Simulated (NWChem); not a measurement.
Species: CH3FSi, singlet; SMILES [Si](C)F

```xyz
6

Si     0.6626     0.1454     0.0000
F     -0.5347     1.2724     0.0000
C     -0.4343    -1.4002     0.0000
H      0.1428    -2.3377     0.0000
H     -1.0965    -1.3890    -0.8850
H     -1.0965    -1.3890     0.8850
```
Atoms are numbered in this order, from 1.

Program: NWChem. Pople sets run with spherical d functions. Low-valent species are run as closed-shell singlets; no triplet was tried in these runs. Coordinates come from a PBE0/def2-SVP optimisation. Static field.

| level | isotropic polarisability (bohr³) | anisotropy (bohr³) |
|---|---|---|
| PBE/6-31+G* | 44.3 | 14.3 |
| B3LYP/6-31+G* | 42.7 | 12.8 |
| LDA (Slater exchange, VWN5)/6-31+G* | 44.5 | 14.6 |
